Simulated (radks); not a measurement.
Mg2+, 10 electrons, occupied as [Ne].

Calculated with a radial shooting solver on a logarithmic mesh with Libxc functionals: Dirac Kohn-Sham, PBEsol, spin-unpolarised, spherical densities, finite nucleus; Fermi nuclear charge, rms radius 3.057 fm.

Energy parts (hartree):
part                      energy
total                 -199.00485
kinetic                199.26722
electron-nucleus      -470.60582
Hartree                 87.84248
exchange-correlation   -15.50872

Orbitals (lengths in bohr, moments of r in powers of bohr):
orbital  occ.  eigenvalue (hartree)  <1/r>     <r^4>
1s1/2       2             -46.93042  11.61  0.001382
2s1/2       2              -3.66212  2.103    0.6450
2p1/2       2              -2.45355  1.970    0.8260
2p3/2       4              -2.44288  1.962    0.8358

The highest occupied level is 2p3/2 at -66.474 eV. The electron density at the nucleus is 1153 e/bohr^3. For comparison, the ionisation energy in NIST's Atomic Spectra Database is 80.144 eV (measured). In exact Kohn-Sham theory the highest level is minus the ionisation energy, but local and semilocal functionals leave it too shallow, through self-interaction and a potential that decays too fast; potentials with the right tail come closer. The density falls to 0.001 e/bohr^3 at r = 2.21 bohr. Summed over all electrons, <r^2> = 4.800 bohr^2, which gives a Langevin (diamagnetic) susceptibility term of -3.8 x 10^-6 cm^3/mol.
